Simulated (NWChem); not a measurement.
What each level costs for HGa

```
Ga
H 1 1.6914
```
Charge 0, spin multiplicity 1.

Program: NWChem. Structure: optimised with B3LYP/def2-SVP, a minimum by its harmonic frequencies.

Basis set: def2-QZVP (105 functions). Each entry is one whole single-point run; the coupled-cluster runs use the TCE module, and the SCF and DFT modules converge to different thresholds.

The Hamiltonian is non-relativistic. The correlated methods keep 9 core orbitals frozen. B3LYP has NWChem's definition, with VWN1-RPA local correlation. The structure started from a generated list of species.

**Question.** Roughly how much processor time does each of these take, relative to RHF: MP2, B2PLYP, PBE, B3LYP, BP86, CR-CCSD(T)?

**Answer.** B3LYP about the same, within a factor of 3; BP86 about the same, within a factor of 3; PBE about the same, within a factor of 3; MP2 about 4; B2PLYP about 5; CR-CCSD(T) about 10 (rough ratios from shared machines).
